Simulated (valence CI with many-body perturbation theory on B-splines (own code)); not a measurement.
Nb XXVII: E2, M1, M2 decay

Calculated by relativistic CI+MBPT: five valence electrons over a frozen Dirac-Fock core [Ne], a basis of 9 s, 9 p, 8 d, 6 f, 3 g, 1 h functions for each j, with the one-electron correlation potential Σ1, the two-electron term Σ2, the three-electron term Σ3, Breit, model QED; selected CI, second order for the rest (own B-spline code, finite nucleus).

No measured spectrum was set against this ion. As an estimate, large intervals hold to a few tenths of a per cent, small ones and those within an open d or f shell to about a per cent. Among the levels kept, up to 500 cm⁻¹ of a level comes from second order outside the variational space, and about a tenth of that is noise between levels of different J, which matters for small intervals.

Lines 1 to 16 of 16 in falling wavelength, among levels below 1571800 cm⁻¹, chosen from the decays that carry over 1 % of a level's rate. Wavelengths and rates use the calculated energies. Electric multipoles are in the length gauge, E1 and E2 with the static RPA response of the core. S is in atomic units (e²a₀⁴ for E2 and M2, e²a₀⁶ for E3), for M1 in squared Bohr magnetons. Weak lines are less certain than strong ones. Lines between different terms over intervals too small for the method are left out, as are lines whose strength nearly cancels.

Names give the largest LS component (configuration and term), which can be under half, so a name can repeat, a term be missing and a line seem to break the LS rules; names also repeat where a configuration has a term twice.

```tsv
λ vac (nm)	Upper	Lower	Type	A (s⁻¹)	S (a.u.)
239.9	3s2.3p3 2D°_5/2	3s2.3p3 2D°_3/2	M1	4.32e+02	1.33e+00
210.2	3s2.3p2.3d 4F_9/2	3s2.3p2.3d 4F_7/2	M1	2.11e+03	7.26e+00
105.1	3s2.3p2.3d 2G_9/2	3s2.3p2.3d 2G_7/2	M1	9.53e+03	4.10e+00
102.9	3s2.3p3 2P°_1/2	3s2.3p3 2D°_3/2	M1	9.63e+02	7.78e-02
73.62	3s2.3p3 2P°_3/2	3s2.3p3 2P°_1/2	M1	1.38e+04	8.16e-01
71.93	3s2.3p3 2D°_3/2	3s2.3p3 4S°_3/2	M1	5.72e+04	3.15e+00
57.93	3s2.3p2.3d 2G_9/2	3s2.3p2.3d 4F_9/2	M1	3.81e+04	2.75e+00
55.34	3s2.3p3 2D°_5/2	3s2.3p3 4S°_3/2	M1	1.08e+04	4.06e-01
52.27	3s2.3p3 2P°_3/2	3s2.3p3 2D°_5/2	M1	3.20e+04	6.77e-01
48.24	3s2.3p2.3d 2G_9/2	3s2.3p2.3d 4D_7/2	M1	1.36e+04	5.68e-01
45.42	3s2.3p2.3d 2G_9/2	3s2.3p2.3d 4F_7/2	M1	2.68e+04	9.32e-01
42.92	3s2.3p3 2P°_3/2	3s2.3p3 2D°_3/2	M1	1.53e+05	1.79e+00
42.34	3s2.3p3 2P°_1/2	3s2.3p3 4S°_3/2	M1	7.82e+04	4.40e-01
26.89	3s2.3p2.3d 4F_9/2	3s.3p4 4P_5/2	E2	1.75e+02	2.19e-03
26.88	3s2.3p3 2P°_3/2	3s2.3p3 4S°_3/2	M1	7.18e+03	2.07e-02
11.45	3s2.3p2.3d 4F_9/2	3s2.3p3 2D°_5/2	M2	5.10e+02	8.96e-05
```
